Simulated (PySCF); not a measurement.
B (SMILES [B-]), charge -1, triplet (in this run its highest filled SCF level lies above zero, so its values depend strongly on the basis, on diffuse functions most of all); TPSS/pcseg-1 in PySCF.

The PySCF input:
```python
from pyscf import gto, scf, dft

mol = gto.Mole()
mol.atom = '''
    B     0.000000    0.000000    0.000000
'''
mol.basis = 'pcseg-1'
mol.charge = -1
mol.spin = 2
mol.verbose = 4
mol.build()

mf = dft.UKS(mol)
mf.xc = 'tpss'
mf.grids.prune = None
mf.kernel()
```

What the program printed (banner, timings and long lists left out):

```
PySCF version 2.14.0

[INPUT] verbose = 4
[INPUT] num. atoms = 1
[INPUT] num. electrons = 6
[INPUT] charge = -1
[INPUT] spin (= nelec alpha-beta = 2S) = 2
[INPUT] symmetry False subgroup None
[INPUT] Mole.unit = angstrom
[INPUT] Symbol           X                Y                Z      unit          X                Y                Z       unit  Magmom
[INPUT]  1 B      0.000000000000   0.000000000000   0.000000000000 AA    0.000000000000   0.000000000000   0.000000000000 Bohr   0.0

nuclear repulsion = 0
number of shells = 3
number of NR pGTOs = 25
number of NR cGTOs = 14
basis = pcseg-1
ecp = {}

******** <class 'pyscf.dft.uks.UKS'> ********
method = UKS
initial guess = minao
damping factor = 0
level_shift factor = 0
DIIS = <class 'pyscf.scf.diis.CDIIS'>
diis_start_cycle = 1
diis_space = 8
diis_damp = 0
SCF conv_tol = 1e-09
SCF conv_tol_grad = None
SCF max_cycles = 50
direct_scf = True
direct_scf_tol = 1e-13
number electrons alpha = 4  beta = 2
XC library pyscf.dft.libxc version 7.1.2
    S. Lehtola, C. Steigemann, M. J. T. Oliveira, and M. A. L. Marques,  SoftwareX 7, 1–5 (2018)
XC functionals = tpss
    J. Tao, J. P. Perdew, V. N. Staroverov, and G. E. Scuseria,  Phys. Rev. Lett. 91, 146401 (2003)
    J. P. Perdew, J. Tao, V. N. Staroverov, and G. E. Scuseria,  J. Chem. Phys. 120, 6898 (2004)
    J. Tao, J. P. Perdew, V. N. Staroverov, and G. E. Scuseria,  Phys. Rev. Lett. 91, 146401 (2003)
    J. P. Perdew, J. Tao, V. N. Staroverov, and G. E. Scuseria,  J. Chem. Phys. 120, 6898 (2004)
radial grids:
    Treutler-Ahlrichs [JCP 102, 346 (1995); DOI:10.1063/1.469408] (M4) radial grids

becke partition: Becke, JCP 88, 2547 (1988); DOI:10.1063/1.454033
pruning grids: None
grids dens level: 3
symmetrized grids: False
atomic radii adjust function: <function treutler_atomic_radii_adjust>
small_rho_cutoff = 0
Set gradient conv threshold to 3.16228e-05
tot grids = 22656
init E= -24.6203611818211

cycle= 1 E= -24.6329412757782  delta_E= -0.0126  |g|= 0.131  |ddm|= 0.844
cycle= 2 E= -24.6418680873628  delta_E= -0.00893  |g|= 0.0962  |ddm|= 0.548
cycle= 3 E= -24.6530755331523  delta_E= -0.0112  |g|= 0.00318  |ddm|= 0.243
cycle= 4 E= -24.6530830846197  delta_E= -7.55e-06  |g|= 0.000291  |ddm|= 0.00425
cycle= 5 E= -24.6530831714755  delta_E= -8.69e-08  |g|= 7.23e-06  |ddm|= 0.000653
cycle= 6 E= -24.6530831715333  delta_E= -5.78e-11  |g|= 4.49e-07  |ddm|= 1.91e-05
Extra cycle  E= -24.6530831715337  delta_E= -3.66e-13  |g|= 2.54e-07  |ddm|= 2.45e-06
converged SCF energy = -24.6530831715337  <S^2> = 2.0016831  2S+1 = 3.0011218
```
